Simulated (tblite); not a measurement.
Compound: C2H11NO3Si3.
SMILES with atom numbers: `[NH2:1][Si@@:2]1([O:3][SiH3:4])[CH2:5][CH2:6][Si@H:7]([OH:8])[O:9]1` (hydrogens: H10, H11 on N1; H12, H13, H14 on Si4; H15, H16 on C5; H17, H18 on C6; H19 on Si7; H20 on O8)

Computed with GFN2-xTB (tblite), gas phase: L-BFGS steps from a force-field or distance-geometry start until the largest atomic force falls under 0.01 eV/Å.

Step 6: E = -829.0399 eV
```
atom  x, y, z in Å  |  force x, y, z in eV/Å
N1      0.8904   -2.1767    1.0373   -0.028  -0.252   0.138
Si2     0.5519   -0.6605    0.3139   -0.107   0.198   0.146
O3      1.9702    0.1117    0.1354    0.086   0.057  -0.023
Si4     2.7099    1.4710   -0.3341   -0.043   0.095   0.033
C5     -0.5046   -0.7404   -1.2468   -0.099   0.020  -0.247
C6     -1.9682   -0.5713   -0.8229    0.007   0.012  -0.011
Si7    -1.9896    0.4311    0.7736    0.293   0.256   0.182
O8     -2.1703    2.0256    0.5450   -0.090   0.152  -0.101
O9     -0.4549    0.1627    1.3062   -0.032  -0.071   0.010
H10     1.6074   -2.7156    0.5829    0.038  -0.109   0.012
H11     1.0887   -2.1304    2.0243   -0.030  -0.096   0.047
H12     2.2258    2.5327    0.5315   -0.018   0.215   0.062
H13     4.1487    1.2678   -0.1816   -0.026  -0.164   0.060
H14     2.3545    1.6766   -1.7279   -0.014   0.113  -0.222
H15    -0.2418    0.0717   -1.9247    0.093   0.071   0.029
H16    -0.3820   -1.6564   -1.8127    0.030  -0.180  -0.105
H17    -2.3867   -1.5470   -0.5959   -0.043  -0.185   0.028
H18    -2.5755   -0.1603   -1.6201   -0.048   0.103  -0.182
H19    -2.9375   -0.0180    1.7700    0.002  -0.171   0.229
H20    -1.9416    2.6364    1.2437    0.030  -0.063  -0.086
```

Step 7: E = -829.0594 eV
```
atom  x, y, z in Å  |  force x, y, z in eV/Å
N1      0.9045   -2.1741    1.0449   -0.085  -0.249   0.085
Si2     0.5502   -0.6638    0.3148   -0.040   0.176   0.149
O3      1.9499    0.1350    0.1291    0.121  -0.028  -0.009
Si4     2.7047    1.4841   -0.3374   -0.008   0.097   0.022
C5     -0.5027   -0.7368   -1.2515   -0.115  -0.036  -0.167
C6     -1.9656   -0.5695   -0.8295   -0.076   0.070   0.104
Si7    -1.9824    0.4341    0.7714    0.189   0.236   0.235
O8     -2.1761    2.0295    0.5379   -0.057   0.028  -0.062
O9     -0.4479    0.1659    1.3087   -0.151  -0.069  -0.030
H10     1.6044   -2.7331    0.5889    0.036  -0.065   0.006
H11     1.0844   -2.1546    2.0360   -0.030  -0.033   0.015
H12     2.2219    2.5434    0.5371    0.024   0.190   0.002
H13     4.1409    1.2446   -0.1735   -0.093  -0.103   0.037
H14     2.3524    1.6797   -1.7375    0.020   0.134  -0.146
H15    -0.2414    0.0754   -1.9289    0.122   0.061   0.028
H16    -0.3886   -1.6555   -1.8129    0.078  -0.194  -0.152
H17    -2.3821   -1.5464   -0.5934   -0.034  -0.114  -0.027
H18    -2.5739   -0.1560   -1.6278   -0.017   0.044  -0.110
H19    -2.9195   -0.0279    1.7839    0.088  -0.102   0.103
H20    -1.9383    2.6366    1.2365    0.027  -0.041  -0.083
```

Step 8: E = -829.0725 eV
```
atom  x, y, z in Å  |  force x, y, z in eV/Å
N1      0.9131   -2.1759    1.0515   -0.134  -0.142   0.000
Si2     0.5489   -0.6648    0.3175    0.028   0.044   0.081
O3      1.9372    0.1512    0.1247    0.109  -0.071   0.005
Si4     2.7007    1.4955   -0.3398   -0.007   0.078  -0.007
C5     -0.5029   -0.7354   -1.2574   -0.075  -0.080  -0.032
C6     -1.9657   -0.5671   -0.8327   -0.103   0.088   0.142
Si7    -1.9752    0.4401    0.7738    0.016   0.105   0.162
O8     -2.1816    2.0332    0.5309   -0.017  -0.018  -0.003
O9     -0.4447    0.1672    1.3113   -0.151  -0.052  -0.013
H10     1.6026   -2.7467    0.5937    0.025  -0.025   0.009
H11     1.0808   -2.1730    2.0447   -0.028   0.003  -0.003
H12     2.2195    2.5551    0.5413    0.059   0.151  -0.056
H13     4.1334    1.2256   -0.1669   -0.135  -0.050   0.019
H14     2.3513    1.6847   -1.7471    0.051   0.143  -0.044
H15    -0.2387    0.0794   -1.9316    0.115   0.015   0.036
H16    -0.3919   -1.6582   -1.8159    0.086  -0.120  -0.143
H17    -2.3793   -1.5477   -0.5921   -0.021  -0.005  -0.064
H18    -2.5730   -0.1520   -1.6352    0.015  -0.012  -0.008
H19    -2.9045   -0.0371    1.7959    0.150  -0.036   0.012
H20    -1.9352    2.6364    1.2302    0.016  -0.015  -0.094
```

Step 9: E = -829.0798 eV
```
atom  x, y, z in Å  |  force x, y, z in eV/Å
N1      0.9140   -2.1797    1.0545   -0.133  -0.064  -0.048
Si2     0.5487   -0.6651    0.3202    0.047  -0.048   0.005
O3      1.9342    0.1570    0.1229    0.072  -0.074   0.012
Si4     2.6985    1.5022   -0.3411   -0.033   0.049  -0.024
C5     -0.5043   -0.7365   -1.2612   -0.020  -0.080   0.063
C6     -1.9679   -0.5647   -0.8317   -0.059   0.059   0.095
Si7    -1.9717    0.4451    0.7781   -0.094  -0.005   0.046
O8     -2.1848    2.0358    0.5270   -0.007  -0.056  -0.001
O9     -0.4453    0.1666    1.3133   -0.073  -0.043   0.011
H10     1.6022   -2.7533    0.5961   -0.001   0.008   0.022
H11     1.0786   -2.1813    2.0485   -0.028   0.013  -0.019
H12     2.2195    2.5642    0.5424    0.073   0.117  -0.089
H13     4.1277    1.2159   -0.1634   -0.134  -0.023   0.012
H14     2.3518    1.6901   -1.7529    0.064   0.140   0.024
H15    -0.2350    0.0818   -1.9320    0.084  -0.043   0.058
H16    -0.3916   -1.6622   -1.8202    0.060  -0.022  -0.094
H17    -2.3786   -1.5489   -0.5926   -0.020   0.069  -0.067
H18    -2.5725   -0.1500   -1.6391    0.026  -0.033   0.063
H19    -2.8953   -0.0425    1.8025    0.156  -0.004  -0.006
H20    -1.9334    2.6361    1.2256    0.021   0.040  -0.063
```

Q: Estimate the geometry and energy of step 10. (The exact step hangs on the optimiser's Hessian estimate; all steps are aligned on step 9, rigid shifts and turns removed.)

A: E = -829.0858 eV, largest force 0.168 eV/Å
```
atom  x, y, z in Å  |  force x, y, z in eV/Å
N1      0.9107   -2.1847    1.0554   -0.111  -0.005  -0.061
Si2     0.5492   -0.6656    0.3224    0.038  -0.101  -0.044
O3      1.9356    0.1579    0.1223    0.024  -0.054   0.013
Si4     2.6963    1.5071   -0.3421   -0.065   0.010  -0.024
C5     -0.5060   -0.7390   -1.2628    0.035  -0.057   0.112
C6     -1.9706   -0.5621   -0.8289    0.016   0.005   0.012
Si7    -1.9709    0.4489    0.7825   -0.121  -0.098  -0.063
O8     -2.1872    2.0368    0.5243    0.001  -0.037   0.013
O9     -0.4475    0.1647    1.3150    0.015  -0.040   0.019
H10     1.6022   -2.7566    0.5980   -0.023   0.029   0.031
H11     1.0766   -2.1852    2.0499   -0.034   0.013  -0.040
H12     2.2213    2.5730    0.5411    0.072   0.090  -0.104
H13     4.1215    1.2098   -0.1611   -0.107  -0.009   0.010
H14     2.3536    1.6971   -1.7565    0.063   0.133   0.061
H15    -0.2304    0.0823   -1.9305    0.045  -0.093   0.081
H16    -0.3897   -1.6659   -1.8253    0.017   0.071  -0.028
H17    -2.3792   -1.5490   -0.5943   -0.028   0.102  -0.047
H18    -2.5720   -0.1491   -1.6406    0.023  -0.026   0.097
H19    -2.8872   -0.0463    1.8069    0.122   0.003   0.020
H20    -1.9317    2.6366    1.2214    0.019   0.065  -0.058
```

The energy changes by -0.0059 eV. The first-order estimate −F·Δx gives -0.0082 eV and the mean of the old and new forces, exact on a quadratic surface, -0.0059 eV. The step makes an angle of 48° with the force vector and moves no atom by more than 0.010 Å.

What follows is the cost of the whole relaxation. On Arm Neoverse N1, one thread, no GPU, on a shared host, this took 2.6 s.
